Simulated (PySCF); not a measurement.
# Dipole response of Li⁻ (lithium, charge -1)

[He] 2s2, closed-shell 1S. Computed with PySCF 2.14 in x2c-QZVPPall with one added diffuse shell each of s, p type (7s5p2d1f, 39 functions), with scalar relativity by spin-free X2C-1e. Coupled (time-dependent) response in atomic units; α is the mean over directions.

```tsv
method	mean α (bohr³)	C₆ (like pair)	S(−4)
UHF	946.1	25380	760900
```

S(−4) is the Cauchy moment in α(ω) = α(0) + S(−4) ω² + …

α(iu) at UHF:

```tsv
u (hartree)	α(iu) (bohr³)
0	946.1
0.0500	349.4
0.100	136.5
0.200	41.79
0.300	19.67
0.500	7.466
0.750	3.479
1.00	2.047
1.50	0.9942
2.00	0.6058
3.00	0.3041
5.00	0.1245
```

A single London oscillator, α(iu) = α/(1 + u²/ω²), gives C₆ = (3/4) ω α². Matching the computed C₆ needs ω = 4 × 25380 / (3 × 946.1²) = 0.0378 hartree.

For an ion, C₆ is the dispersion term alone; charge-induced terms of lower order in 1/R come first.
